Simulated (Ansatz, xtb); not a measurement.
Relative energy of two structures of ClH4Si2Sn

We compare I, a doublet given by its coordinates, with II, a doublet given by its coordinates. Both are isolated molecules in the gas phase, relaxed with B3LYP-D3(BJ)/def2-SVP.

I (Å):

```json
{"atom": "Cl", "x (Å)": "-0.3245", "y (Å)": "-3.6962", "z (Å)": "-1.6294"}
{"atom": "Si", "x (Å)": "-1.9831", "y (Å)": "-0.3153", "z (Å)": "-1.7320"}
{"atom": "Si", "x (Å)": "-0.0565", "y (Å)": "-2.6792", "z (Å)": "0.1725"}
{"atom": "Sn", "x (Å)": "-0.9372", "y (Å)": "-0.3304", "z (Å)": "0.7420"}
{"atom": "H", "x (Å)": "-2.6982", "y (Å)": "0.9819", "z (Å)": "-1.9484"}
{"atom": "H", "x (Å)": "-2.9753", "y (Å)": "-1.4154", "z (Å)": "-1.9333"}
{"atom": "H", "x (Å)": "-0.9332", "y (Å)": "-0.4326", "z (Å)": "-2.7899"}
{"atom": "H", "x (Å)": "0.7459", "y (Å)": "-3.6275", "z (Å)": "1.0131"}
```

Close contacts (Å): Cl1–Si3 2.09, Si2–Sn4 2.69, Si3–Sn4 2.57, Si2–H5 1.50, Si2–H6 1.50, Si2–H7 1.50, Si3–H8 1.50.

II (Å):

```yaml
atoms:
  - { symbol: Cl, position_ang: [1.4524, -4.5798, -2.1951] }
  - { symbol: Si, position_ang: [-2.1922, -0.1740, -0.5529] }
  - { symbol: Si, position_ang: [-0.6769, -1.9291, -0.9226] }
  - { symbol: Sn, position_ang: [-0.1603, -3.0816, -3.2226] }
  - { symbol: H, position_ang: [-3.2673, -0.5778, 0.4035] }
  - { symbol: H, position_ang: [-2.8259, 0.1920, -1.8549] }
  - { symbol: H, position_ang: [-1.5009, 1.0318, -0.0035] }
  - { symbol: H, position_ang: [-0.0062, -2.3364, 0.3539] }
```

Close contacts (Å): Cl1–Sn4 2.43, Si2–Si3 2.35, Si3–Sn4 2.62, Si2–H5 1.49, Si2–H6 1.49, Si2–H7 1.49, Si3–H8 1.50.

Estimate E(II) − E(I) at the level CCSD(T)/def2-SVP.

Calculated at CCSD(T)/def2-SVP: E(II) − E(I) = −14.4 kJ/mol, so structure II lies lower.

The same difference at several levels:

| level | geometry | E(II) − E(I) (kJ/mol) | departure from the last row (kJ/mol) | job, with rough time for the two |
| --- | --- | --- | --- | --- |
| GFN2-xTB | GFN2-xTB | −13.2 | +1.2 | optimisation, 0.21 s |
| HF/STO-3G | GFN2-xTB | −54.2 | −39.9 | single point, 8.4 s |
| r2SCAN-D4/def2-SVP | GFN2-xTB | −16.9 | −2.5 | single point, 9.6 s |
| B3LYP-D3(BJ)/def2-SVP | B3LYP-D3(BJ)/def2-SVP | −16.2 | −1.8 | optimisation, 3.4 min |
| HF/def2-SVP | B3LYP-D3(BJ)/def2-SVP | −35.7 | −21.3 | part of the CCSD(T) run |
| MP2/def2-SVP | B3LYP-D3(BJ)/def2-SVP | −12.8 | +1.6 | part of the CCSD(T) run |
| CCSD(T)/def2-SVP | B3LYP-D3(BJ)/def2-SVP | −14.4 |  | single point, 59 s |

None of the levels shown reverses the order. The largest departure from CCSD(T)/def2-SVP is that of HF/STO-3G, 39.9 kJ/mol.

With harmonic frequencies from B3LYP-D3(BJ)/def2-SVP (ideal gas, rigid rotor, one conformer each, 298.15 K, 1 atm): on the last row, ΔE + ΔZPE = −15.2 kJ/mol. A mode under 50 cm⁻¹ makes harmonic enthalpies and free energies unreliable, so none is given.

Open shells are spin-unrestricted, with notable spin contamination under HF/STO-3G. The correlated steps freeze 19 core orbitals; the filled d shell of Sn is correlated, in a basis made for valence electrons. Atoms past krypton carry core potentials in the def2 sets, other sets are all-electron and non-relativistic, and no spin–orbit term is included. Codes used: Ansatz 0.2.0, xtb 6.7.1; the last row on 2 threads of Arm Neoverse V2 on a shared host.
